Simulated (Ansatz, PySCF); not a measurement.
Mo(OH)2(H)4 (H₆MoO₂), SMILES [OH][MoH4][OH], multiplicity 1.

Geometry: r2SCAN-D4/def2-SVP. The geometry has at least one imaginary mode, so it is a saddle point at that level. The spin state was assumed, not searched. The def2 effective core potentials stand for the cores of Mo; spin–orbit coupling is left out. Other conformers were not sampled.

Vertical ionisation energy (IE) and electron affinity (EA) in eV. Rows of orbital energies are one-electron estimates. Where ΔSCF, EOM or ADC give a negative EA the extra electron is unbound and the value depends on the basis.

| level | IE | EA |
|---|---|---|
| −ε(HOMO), −ε(LUMO), PBE0/def2-TZVPD (PySCF) | 7.80 | 2.36 |
| −ε(HOMO), −ε(LUMO), PBE/def2-TZVPD (PySCF) | 6.46 | 3.41 |
| ΔSCF, CAM-B3LYP/def2-SVPD (Ansatz), final states of multiplicity 2 and 2 | 10.15 | 0.64 |
| ΔSCF, PBE/def2-SVPD (Ansatz), final states of multiplicity 2 and 2 | 9.77 | 0.28 |

What vertical singlet–triplet gap does ΔSCF give with CAM-B3LYP/def2-SVPD (Ansatz, a quantum-chemistry and plane-wave program) and with PBE/def2-SVPD (Ansatz)? (An estimate is asked for; the answer gives what the named calculation found.)

2.90 and 3.02 eV (triplet above singlet where positive).
